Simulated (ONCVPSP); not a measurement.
## boron, ONCV: configuration errors across variants

B (Z = 5), optimised norm-conserving Vanderbilt (ONCV), made with ONCVPSP 4.0.1 (PBE, scalar-relativistic). Core [He], reference 2s2 2p1. Waves: 2s: rc 1.20 bohr, ncon 4, nbas 7, qcut 6.2 1/bohr, 1 projector; 2p: rc 2.05 bohr, ncon 3, nbas 6, qcut 3.8 1/bohr, 3 projectors, debl 2.4 Ha. Local part: polynomial inside 1.15 bohr (lpopt 5, dvloc0 3 Ha). Core correction: polynomial model core, fcfact 0.25.

All-electron excitation energies from the reference (eV): (1) 2s2 2p0 8.219; (2) 2s1 2p0 33.642; (3) 2s2 2p0.5 2.887; (4) 2s0 2p3 11.721.

1 further variants failed, have other tests or too few solved ones, and are left out.

Errors AE − PS in meV (a dash: test not solved or not reliable):

```csv
change,(1),(2),(3),(4),bound ghosts,GHOST(+) flags above zero
base,+50,+190,+6.4,-32,none,none
"s: rc 1.04; local potential polynomial inside 1.04 bohr (lpopt 5, dvloc0 3 Ha)",+50,+186,+6.4,-32,none,none
s: qcut 7.1,+50,+190,+6.4,-32,none,none
```

Problem. Give the same row for: s: rc 1.24.

Solution. +49, +191, +6.4, -32; bound ghosts: none; GHOST(+) flags above zero: none.
